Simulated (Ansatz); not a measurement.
Reaction (adduct formation): H₂O + `[Br][Ag]` → `[OH2+][Ag-][Br]`

Calculated with Ansatz (gas phase, PBE0-D4/def2-TZVP geometries, no zero-point term in ΔE). CCSD(T)/CBS is the MP2 limit (def2-TZVPP, def2-QZVPP) plus CCSD(T) − MP2 in def2-TZVPP, frozen cores. This one scheme is used for every species. Functionals use def2-TZVPP. def2 core potentials past Kr. For Ag, Br outer-core shells are correlated without core-valence functions, which leaves a few kJ/mol of doubt a bond. Scalar relativity is left out up to krypton. One conformer a species, not always the lowest.

CCSD(T)/CBS gives -80.0 kJ/mol.

Q: Another level gave -75.6 kJ/mol. Which?
A. ωB97M-V/def2-TZVPP
B. BHLYP/def2-TZVPP
C. B97M-V/def2-TZVPP
D. SCS-MP2/def2-TZVPP

A: D. SCS-MP2/def2-TZVPP -75.6, BHLYP -70.9, ωB97M-V -79.9, B97M-V -85.0 kJ/mol.

Largest T1 diagnostic among the species: 0.016.

From PBE to PBE0 (25 % exact exchange), in def2-TZVPP and without D4, ΔE moves by +3.2 kJ/mol. Leaving LDA and LC-ωPBE aside and taking each functional with its dispersion term where it has one, the values, not all of them listed here, spread over 17.4 kJ/mol, from r2SCAN-D4 to revPBE-D4. LDA lies −36.8 kJ/mol from PBE without D4.
